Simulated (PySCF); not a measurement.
C2H9FOSi2, SMILES [Si@@H](O)(F)[C@@H]([SiH3])C. Atoms are numbered in the order given.

```xyz
15

C     -0.6061     1.8906    -0.8723
C     -0.5028     0.3698    -0.6146
Si    -2.0668    -0.3394     0.1945
Si     1.0362    -0.0406     0.3467
O      2.3105    -0.0479    -0.7121
F      0.8783    -1.5263     1.0082
H     -1.4825     2.1374    -1.4926
H      0.2857     2.2749    -1.3938
H     -0.7048     2.4545     0.0702
H     -0.3931    -0.1603    -1.5795
H     -2.1422     0.0835     1.6248
H     -3.2680     0.1968    -0.5137
H     -2.0822    -1.8263     0.1238
H      1.2815     0.8824     1.4857
H      3.1992    -0.1655    -0.3562
```
Charge 0, spin multiplicity 1.

Geometry optimised at B3LYP-D3(BJ)/def2-SVP. The structure was generated by enumeration; whether it is a known compound was not checked. The values are those of a single conformer.

Two levels are set side by side: PBE/pcSseg-1 (PySCF) and PBE0/pcSseg-1 (PySCF). GIAO shifts against CFCl3 (¹⁹F), H2O (¹⁷O), TMS (²⁹Si), TMS (¹H), TMS (¹³C) at the same level; non-relativistic, no solvent, atoms listed together averaged. Differences are taken from unrounded values.

| quantity | PBE0 |
|---|---|
| δ(¹³C) of C1 (ppm) | 12.9 |
| δ(¹³C) of C2 (ppm) | 2.3 |
| δ(²⁹Si) of Si3 (ppm) | -61.4 |
| δ(²⁹Si) of Si4 (ppm) | -0.6 |
| δ(¹⁷O) of O5 (ppm) | 63.9 |
| δ(¹⁹F) of F6 (ppm) | -152.0 |
| δ(¹H) of H10 (ppm) | 0.70 |
| δ(¹H) of H14 (ppm) | 5.08 |
| δ(¹H) of H15 (ppm) | 2.65 |

### Question
What does PBE give, and how far is it from PBE0? (Estimate from the structure and the level; the computed values follow.)

### Answer

| quantity | PBE | PBE minus PBE0 |
|---|---|---|
| δ(¹³C) of C1 (ppm) | 13.9 | 1.0 |
| δ(¹³C) of C2 (ppm) | 5.2 | 2.9 |
| δ(²⁹Si) of Si3 (ppm) | -65.2 | -3.8 |
| δ(²⁹Si) of Si4 (ppm) | -0.3 | 0.3 |
| δ(¹⁷O) of O5 (ppm) | 74.2 | 10.3 |
| δ(¹⁹F) of F6 (ppm) | -165.6 | -13.6 |
| δ(¹H) of H10 (ppm) | 0.85 | 0.14 |
| δ(¹H) of H14 (ppm) | 5.36 | 0.28 |
| δ(¹H) of H15 (ppm) | 2.60 | -0.05 |

Rough cost on one machine, each run with all the roots and properties that it gave: PBE0 against PBE within a factor of 2.
